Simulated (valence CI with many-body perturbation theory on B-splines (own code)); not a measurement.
## Energy levels of Ir LXIII

Computed by configuration interaction combined with many-body perturbation theory (CI+MBPT): five valence electrons over a frozen Dirac-Fock core [Ne], a basis of 11 s, 11 p, 10 d, 8 f, 5 g, 2 h functions for each j, with the one-electron correlation potential Σ1 (screened to all orders), the two-electron term Σ2, the three-electron term Σ3, Breit, model QED; selected single and double excitations, second order for the rest, scaled by the run's own slope (own B-spline code, finite nucleus).

No measured spectrum was set against this ion. As an estimate, large intervals hold to a few tenths of a per cent, small ones and those within an open d or f shell to about a per cent. Among the levels kept, up to 3100 cm⁻¹ of a level comes from second order outside the variational space, and about a tenth of that is noise between levels of different J, which matters for small intervals.

Levels 46 to 90 of 174, with energies above the lowest level, (3s^2 3p1/2^2 3p3/2) J=3/2. "Leading %" is the weight of the configuration and term that name the level; weights of strongly mixed levels are sums over their largest components and can fall short. In the jj column 3d3/2^4 stands for four electrons in 3d with j = 3/2.

```tsv
No.	Configuration	Term	J	E (eV)	Leading %	Leading jj	Second component	g
46	3s2 3p 3d2	4D°	3/2	1022.3	42	3s^2 3p1/2 3d3/2 3d5/2 (96 %)	19 % 3s2 3p 3d2 2D°	1.157
47	3s2 3p 3d2	4P°	1/2	1024.8	47	3s^2 3p1/2 3d3/2 3d5/2 (97 %)	27 % 3s2 3p 3d2 4D°	1.781
48	3s2 3p 3d2	2H°	9/2	1026.0	52	3s^2 3p1/2 3d3/2 3d5/2 (98 %)	32 % 3s2 3p 3d2 2G°	1.013
49	3s 3p4	4P	3/2	1027.6	70	3s 3p1/2 3p3/2^3 (87 %)	16 % 3s 3p4 2D	1.498
50	3s 3p4	2D	5/2	1047.2	62	3s 3p1/2 3p3/2^3 (87 %)	25 % 3s 3p4 4P	1.294
51	3s2 3p 3d2	4D°	5/2	1059.9	24	3s^2 3p1/2 3d3/2 3d5/2 (81 %)	16 % 3s2 3p 3d2 4F°	1.147
52	3s2 3p 3d2	2F°	7/2	1063.5	40	3s^2 3p1/2 3d3/2 3d5/2 (86 %)	24 % 3s2 3p 3d2 2G°	1.124
53	3s 3p4	2P	1/2	1068.1	46	3s 3p1/2 3p3/2^3 (73 %)	27 % 3s 3p4 4P	1.388
54	3s2 3p 3d2	2P°	3/2	1069.9	22	3s^2 3p1/2 3d3/2 3d5/2 (83 %)	20 % 3s2 3p 3d2 4D°	1.320
55	3s 3p4	2P	3/2	1070.6	38	3s 3p1/2 3p3/2^3 (75 %)	27 % 3s 3p4 2D	1.128
56	3s 3p2 3d2	4F	3/2	1089.2	43	3s 3p1/2^2 3d3/2^2 (97 %)	28 % 3s 3p2 3d2 6G	0.460
57	3s 3p2 3d2	4F	5/2	1099.9	23	3s 3p1/2^2 3d3/2^2 (96 %)	12 % 3s 3p2 3d2 6G	1.050
58	3s2 3p2 3d	2F	7/2	1115.1	44	3s^2 3p3/2^2 3d3/2 (98 %)	27 % 3s2 3p2 3d 2G	1.096
59	3s2 3p2 3d	2D	5/2	1117.0	26	3s^2 3p3/2^2 3d3/2 (88 %)	23 % 3s2 3p2 3d 4D	1.157
60	3s 3p2 3d2	4P	1/2	1121.0	34	3s 3p1/2^2 3d3/2^2 (76 %)	18 % 3s 3p2 3d2 6D	2.150
61	3s2 3p2 3d	4P	3/2	1121.7	22	3s^2 3p3/2^2 3d3/2 (75 %)	19 % 3s2 3p2 3d 2D	1.179
62	3s2 3p2 3d	4P	1/2	1124.2	32	3s^2 3p3/2^2 3d3/2 (60 %)	13 % 3s 3p4 2P	1.806
63	3s2 3p 3d2	4D°	7/2	1129.9	35	3s^2 3p1/2 3d5/2^2 (94 %)	29 % 3s2 3p 3d2 2F°	1.224
64	3s2 3p 3d2	2G°	9/2	1131.8	30	3s^2 3p1/2 3d5/2^2 (97 %)	28 % 3s2 3p 3d2 4G°	1.116
65	3s2 3p2 3d	2D	3/2	1139.3	67	3s^2 3p3/2^2 3d3/2 (89 %)	11 % 3s2 3p2 3d 4F	0.820
66	3s2 3p 3d2	2P°	3/2	1140.5	28	3s^2 3p1/2 3d5/2^2 (96 %)	23 % 3s2 3p 3d2 2D°	1.320
67	3s2 3p 3d2	2F°	5/2	1141.4	38	3s^2 3p1/2 3d5/2^2 (97 %)	20 % 3s2 3p 3d2 4D°	1.091
68	3s2 3p 3d2	2P°	1/2	1169.0	69	3s^2 3p1/2 3d5/2^2 (95 %)	19 % 3s2 3p 3d2 4D°	0.645
69	3s2 3p2 3d	2F	7/2	1184.8	50	3s^2 3p3/2^2 3d5/2 (98 %)	38 % 3s2 3p2 3d 4D	1.234
70	3s2 3p2 3d	4F	9/2	1186.9	62	3s^2 3p3/2^2 3d5/2 (98 %)	36 % 3s2 3p2 3d 2G	1.238
71	3s2 3p2 3d	2P	1/2	1197.0	58	3s^2 3p3/2^2 3d5/2 (96 %)	25 % 3s2 3p2 3d 2S	1.164
72	3s 3p2 3d2	4F	7/2	1198.0	29	3s 3p1/2^2 3d3/2 3d5/2 (96 %)	16 % 3s 3p2 3d2 6G	1.219
73	3s 3p2 3d2	4F	5/2	1202.6	21	3s 3p1/2^2 3d3/2 3d5/2 (97 %)	16 % 3s 3p2 3d2 6G	1.165
74	3s 3p2 3d2	4P	3/2	1209.7	29	3s 3p1/2^2 3d3/2 3d5/2 (98 %)	26 % 3s 3p2 3d2 6D	1.582
75	3s 3p2 3d2	4F	9/2	1217.8	27	3s 3p1/2^2 3d3/2 3d5/2 (96 %)	21 % 3s 3p2 3d2 2G	1.182
76	3s2 3p2 3d	2D	5/2	1218.1	53	3s^2 3p3/2^2 3d5/2 (70 %)	12 % 3s2 3p2 3d 4D	1.171
77	3s2 3p2 3d	2D	5/2	1219.8	16	3s 3p1/2^2 3d3/2 3d5/2 (69 %)	12 % 3s 3p2 3d2 2F	1.140
78	3s 3p2 3d2	2P	3/2	1226.5	21	3s 3p1/2^2 3d3/2 3d5/2 (88 %)	9 % 3s 3p2 3d2 4F	1.085
79	3s 3p2 3d2	2G	7/2	1226.5	32	3s 3p1/2^2 3d3/2 3d5/2 (98 %)	25 % 3s 3p2 3d2 4H	0.927
80	3s2 3p2 3d	2P	3/2	1231.4	41	3s^2 3p3/2^2 3d5/2 (88 %)	24 % 3s2 3p2 3d 2D	1.183
81	3s 3p2 3d2	2P	1/2	1233.6	35	3s 3p1/2^2 3d3/2 3d5/2 (96 %)	22 % 3s 3p2 3d2 4D	1.210
82	3s 3p3 3d	6D°	3/2	1236.3	25	3s 3p1/2 3p3/2^2 3d3/2 (80 %)	18 % 3s 3p3 3d 4D°	1.262
83	3s2 3p2 3d	2D	5/2	1236.8	51	3s^2 3p3/2^2 3d5/2 (94 %)	19 % 3s2 3p2 3d 4P	1.180
84	3s 3p3 3d	6D°	1/2	1246.4	45	3s 3p1/2 3p3/2^2 3d3/2 (96 %)	21 % 3s 3p3 3d 4D°	2.103
85	3s 3p3 3d	4F°	5/2	1248.2	37	3s 3p1/2 3p3/2^2 3d3/2 (94 %)	26 % 3s 3p3 3d 6D°	1.215
86	3s 3p3 3d	4G°	7/2	1260.5	34	3s 3p1/2 3p3/2^2 3d3/2 (96 %)	23 % 3s 3p3 3d 4F°	1.180
87	3p5	2P°	3/2	1264.2	52	3p1/2^2 3p3/2^3 (52 %)	11 % 3s 3p3 3d 6D°	1.288
88	3s 3p3 3d	2G°	9/2	1275.7	44	3s 3p1/2 3p3/2^2 3d3/2 (97 %)	41 % 3s 3p3 3d 4G°	1.148
89	3s 3p3 3d	4F°	3/2	1283.8	44	3s 3p1/2 3p3/2^2 3d3/2 (89 %)	20 % 3s 3p3 3d 2D°	0.790
90	3s 3p3 3d	4D°	7/2	1292.1	30	3s 3p1/2 3p3/2^2 3d3/2 (86 %)	25 % 3s 3p3 3d 2F°	1.222
```

Where two levels of one J and parity lie close, their mixing, g and order are uncertain.
